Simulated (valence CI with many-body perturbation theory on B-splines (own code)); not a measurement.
La²⁴⁺: electric-dipole lines

Method: configuration interaction combined with many-body perturbation theory (CI+MBPT): five valence electrons over a frozen Dirac-Fock core [Ar] 3d10, a basis of 9 s, 9 p, 8 d, 6 f, 3 g, 1 h functions for each j, with the one-electron correlation potential Σ1 (screened to all orders), the two-electron term Σ2, the three-electron term Σ3, Breit, model QED; selected single and double excitations, second order for the rest (own B-spline code, finite nucleus).

No measured spectrum was set against this ion. As an estimate, levels hold to about 250 cm⁻¹ or 0.2 % of their energy and the worst to 1 %, as in measured heavy ions of charge 2 to 7; those with d or f electrons hold less well. Among the levels kept, up to 280 cm⁻¹ of a level comes from second order outside the variational space, and about a tenth of that is noise between levels of different J, which matters for small intervals.

Lines 151 to 185 of 185 in falling wavelength, among levels below 1413000 cm⁻¹, chosen from the strongest by gf and those to the six lowest levels. Wavelengths and rates use the calculated energies, so an error of 2000 cm⁻¹ moves a line at 10.07 nm by 0.2 % and its rate by three times that or more. Electric multipoles are in the length gauge, E1 and E2 with the static RPA response of the core. Weak lines are less certain than strong ones. Lines between different terms over intervals too small for the method are left out, as are lines whose strength nearly cancels.

Levels are named by their leading jj configuration (3d3/2^4 stands for four electrons in 3d with j = 3/2), which in mixed levels can hold well under half, so a name can repeat and another be missing. Letters in brackets count levels of one name in rising energy.

| λ vac (nm) | Upper | Lower | A (s⁻¹) | S (a.u.) with core polarisation | S without |
| --- | --- | --- | --- | --- | --- |
| 10.07 | (4s^2 4p1/2 4p3/2 4d5/2) J=5/2 [a] | (4s^2 4p1/2^2 4p3/2) J=3/2 | 8.69e+10 | 2.63e-01 | 2.82e-01 |
| 10.07 | (4s^2 4p3/2^2 4d3/2) J=3/2 [a] | (4s^2 4p1/2 4p3/2^2) J=5/2 | 8.75e+10 | 1.76e-01 | 1.89e-01 |
| 10.01 | (4s^2 4p3/2^2 4d3/2) J=5/2 | (4s^2 4p1/2 4p3/2^2) J=5/2 | 2.34e+11 | 6.95e-01 | 7.46e-01 |
| 9.979 | (4s^2 4p1/2 4p3/2 4d5/2) J=3/2 [a] | (4s^2 4p1/2^2 4p3/2) J=3/2 | 1.53e+11 | 3.00e-01 | 3.23e-01 |
| 9.899 | (4s^2 4p3/2^2 4d3/2) J=1/2 | (4s^2 4p1/2 4p3/2^2) J=3/2 | 2.68e+11 | 2.56e-01 | 2.75e-01 |
| 9.844 | (4s^2 4p3/2^2 4d3/2) J=3/2 [b] | (4s^2 4p1/2 4p3/2^2) J=1/2 | 3.16e+11 | 5.96e-01 | 6.39e-01 |
| 9.789 | (4s^2 4p3/2^2 4d3/2) J=3/2 [a] | (4s^2 4p1/2 4p3/2^2) J=3/2 | 3.15e+11 | 5.83e-01 | 6.25e-01 |
| 9.733 | (4s^2 4p3/2^2 4d3/2) J=5/2 | (4s^2 4p1/2 4p3/2^2) J=3/2 | 1.95e+11 | 5.32e-01 | 5.70e-01 |
| 9.721 | (4s^2 4p1/2 4p3/2 4d3/2) J=5/2 [b] | (4s^2 4p1/2^2 4p3/2) J=3/2 | 2.98e+11 | 8.10e-01 | 8.68e-01 |
| 9.720 | (4s^2 4p3/2^2 4d3/2) J=7/2 | (4s^2 4p1/2 4p3/2^2) J=5/2 | 5.10e+11 | 1.85e+00 | 1.98e+00 |
| 9.691 | (4s^2 4p3/2^2 4d5/2) J=1/2 | (4s^2 4p1/2 4p3/2^2) J=1/2 | 1.44e+08 | 1.30e-04 | 1.38e-04 |
| 9.660 | (4s^2 4p1/2 4p3/2 4d3/2) J=1/2 [b] | (4s^2 4p1/2^2 4p3/2) J=3/2 | 3.74e+11 | 3.33e-01 | 3.57e-01 |
| 9.646 | (4s^2 4p1/2 4p3/2 4d3/2) J=3/2 [b] | (4s^2 4p1/2^2 4p3/2) J=3/2 | 2.68e+11 | 4.75e-01 | 5.10e-01 |
| 9.589 | (4s^2 4p3/2^2 4d5/2) J=5/2 [a] | (4s^2 4p1/2 4p3/2^2) J=5/2 | 2.19e+09 | 5.71e-03 | 6.10e-03 |
| 9.574 | (4s 4p3/2^4) J=1/2 | (4s^2 4p1/2^2 4p3/2) J=3/2 | 2.92e+10 | 2.53e-02 | 2.71e-02 |
| 9.503 | (4s^2 4p3/2^2 4d3/2) J=3/2 [b] | (4s^2 4p1/2 4p3/2^2) J=5/2 | 9.18e+07 | 1.56e-04 | 1.60e-04 |
| 9.410 | (4s^2 4p3/2^2 4d5/2) J=3/2 | (4s^2 4p1/2 4p3/2^2) J=1/2 | 1.07e+11 | 1.76e-01 | 1.88e-01 |
| 9.336 | (4s^2 4p3/2^2 4d5/2) J=5/2 [a] | (4s^2 4p1/2 4p3/2^2) J=3/2 | 2.13e+07 | 5.14e-05 | 5.53e-05 |
| 9.336 | (4s^2 4p1/2 4p3/2 4d5/2) J=3/2 [b] | (4s^2 4p1/2^2 4p3/2) J=3/2 | 4.58e+10 | 7.36e-02 | 7.90e-02 |
| 9.264 | (4s^2 4p1/2 4p3/2 4d5/2) J=5/2 [b] | (4s^2 4p1/2^2 4p3/2) J=3/2 | 1.25e+11 | 2.95e-01 | 3.16e-01 |
| 9.254 | (4s^2 4p3/2^2 4d3/2) J=3/2 [b] | (4s^2 4p1/2 4p3/2^2) J=3/2 | 1.04e+10 | 1.62e-02 | 1.74e-02 |
| 9.119 | (4s^2 4p3/2^2 4d5/2) J=1/2 | (4s^2 4p1/2 4p3/2^2) J=3/2 | 5.99e+10 | 4.48e-02 | 4.81e-02 |
| 9.098 | (4s^2 4p3/2^2 4d5/2) J=3/2 | (4s^2 4p1/2 4p3/2^2) J=5/2 | 1.52e+09 | 2.26e-03 | 2.43e-03 |
| 9.066 | (4s^2 4p1/2 4p3/2 4d5/2) J=1/2 | (4s^2 4p1/2^2 4p3/2) J=3/2 | 8.94e+09 | 6.58e-03 | 7.05e-03 |
| 8.944 | (4s^2 4p3/2^2 4d5/2) J=5/2 [b] | (4s^2 4p1/2 4p3/2^2) J=5/2 | 1.51e+10 | 3.21e-02 | 3.43e-02 |
| 8.869 | (4s^2 4p3/2^2 4d5/2) J=3/2 | (4s^2 4p1/2 4p3/2^2) J=3/2 | 1.26e+07 | 1.73e-05 | 1.80e-05 |
| 8.723 | (4s^2 4p3/2^2 4d5/2) J=5/2 [b] | (4s^2 4p1/2 4p3/2^2) J=3/2 | 1.29e+10 | 2.54e-02 | 2.72e-02 |
| 8.602 | (4s^2 4p3/2^2 4d3/2) J=1/2 | (4s^2 4p1/2^2 4p3/2) J=3/2 | 1.48e+09 | 9.28e-04 | 9.93e-04 |
| 8.519 | (4s^2 4p3/2^2 4d3/2) J=3/2 [a] | (4s^2 4p1/2^2 4p3/2) J=3/2 | 7.39e+07 | 9.02e-05 | 9.71e-05 |
| 8.477 | (4s^2 4p3/2^2 4d3/2) J=5/2 | (4s^2 4p1/2^2 4p3/2) J=3/2 | 1.35e+09 | 2.44e-03 | 2.61e-03 |
| 8.174 | (4s^2 4p3/2^2 4d5/2) J=5/2 [a] | (4s^2 4p1/2^2 4p3/2) J=3/2 | 1.64e+09 | 2.65e-03 | 2.84e-03 |
| 8.111 | (4s^2 4p3/2^2 4d3/2) J=3/2 [b] | (4s^2 4p1/2^2 4p3/2) J=3/2 | 2.02e+08 | 2.13e-04 | 2.30e-04 |
| 8.006 | (4s^2 4p3/2^2 4d5/2) J=1/2 | (4s^2 4p1/2^2 4p3/2) J=3/2 | 8.16e+08 | 4.13e-04 | 4.44e-04 |
| 7.814 | (4s^2 4p3/2^2 4d5/2) J=3/2 | (4s^2 4p1/2^2 4p3/2) J=3/2 | 1.18e+09 | 1.11e-03 | 1.20e-03 |
| 7.700 | (4s^2 4p3/2^2 4d5/2) J=5/2 [b] | (4s^2 4p1/2^2 4p3/2) J=3/2 | 7.96e+08 | 1.08e-03 | 1.16e-03 |
